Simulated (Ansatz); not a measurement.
Mulliken charges of `F[B]1[AlH][SiH2]1` from PBE/def2-TZVPP in Ansatz (PBE0-D4/def2-TZVP geometry).

| atom | x (Å) | y (Å) | z (Å) | charge (e) |
| --- | --- | --- | --- | --- |
| F1 | -0.935 | -2.249 | 0.983 | -0.189 |
| B2 | -0.443 | -1.173 | 0.399 | 0.408 |
| Al3 | 1.333 | -0.212 | -0.027 | 0.035 |
| Si4 | -0.917 | 0.677 | 0.171 | -0.138 |
| H5 | 2.776 | 0.226 | -0.517 | -0.071 |
| H6 | -1.945 | 1.717 | -0.152 | -0.029 |
| H7 | 0.192 | 0.947 | -0.903 | -0.017 |

**Question.** By hand: the dipole of these point charges (1 e Å = 4.8032 D).

**Answer.** Σ q r = (0.025, -0.236, 0.009) e Å, of length 0.237 e Å = 1.14 D.

**Question.** How does the dipole of the full density compare? (Best estimate.)

**Answer.** Ansatz gave: (0.139, 0.190, -0.067) e Å, 1.18 D; the point charges give 0.97 times that, at 136° from its direction, so they point the opposite way.

Point charges leave out the atoms' own dipoles, such as those of lone pairs, and Mulliken's split depends on the basis, so the two needn't agree.
